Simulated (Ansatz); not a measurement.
C₂H₄FGa (`C=[C](F)[GaH2]`). Total charge 0; spin multiplicity 1. The geometry is a stationary point of PBE0-D4/def2-TZVP.

```xyz
8

C    -0.573   -0.853    0.988
C     0.091    0.220    0.574
F     0.540    1.091    1.509
Ga    0.464    0.631   -1.313
H    -0.942   -1.564    0.259
H    -0.759   -1.045    2.040
H     1.255    1.922   -1.699
H    -0.075   -0.403   -2.358
```

Task: What is the dipole moment at PBE/def2-TZVPP? (Best estimate.)

Result: The calculation gave: 1.11 D, with components (-0.48, -0.87, -0.50) D in this frame, pointing from negative to positive charge.

Task: And with r2SCAN, B3LYP, ωB97M-V? (Estimate.)

Result: The calculation gave: r2SCAN 1.19 D, B3LYP 1.26 D, ωB97M-V 1.28 D.

Task: Give the Mulliken charges with PBE, B3LYP, r2SCAN in def2-TZVPP. (Best estimate.)

Result: Computed: 
| atom | PBE | B3LYP | r2SCAN |
| --- | --- | --- | --- |
| C1 | -0.20 | -0.22 | -0.17 |
| C2 | 0.11 | 0.13 | 0.08 |
| F3 | -0.17 | -0.22 | -0.21 |
| Ga4 | 0.12 | 0.18 | 0.22 |
| H5 | 0.10 | 0.11 | 0.09 |
| H6 | 0.10 | 0.11 | 0.09 |
| H7 | -0.02 | -0.04 | -0.05 |
| H8 | -0.04 | -0.05 | -0.06 |

B3LYP here is the variant with VWN-RPA as its local correlation; programs differ in this.
